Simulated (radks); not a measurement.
Problem. Successive ionisation energies (eV) of one element, from differences of total energies of ions in their ground configurations, starting at charge 0: 9.758, 19.141, 30.192, 41.693, 67.746, 82.116, 153.72, 186.58, 221.39, 258.08, 296.57, 336.81, 380.12, 423.85, 469.19, 516.10, 649.99, 695.00, 740.73, 787.14, 843.82, 891.87. Calculated with a radial shooting solver on a logarithmic mesh with Libxc functionals: Dirac Kohn-Sham, exchange-only PBE, spin-unpolarised, spherical densities, finite nucleus; open shells fill j = l - 1/2 first; Fermi nuclear charge, rms radius 4.14 fm. Which element is it?

Solution. Selenium (Z = 34). The first species listed is Se in [Ar] 3d10 4s2 4p4, the last Se21+ in [Ne] 3s2 3p1.
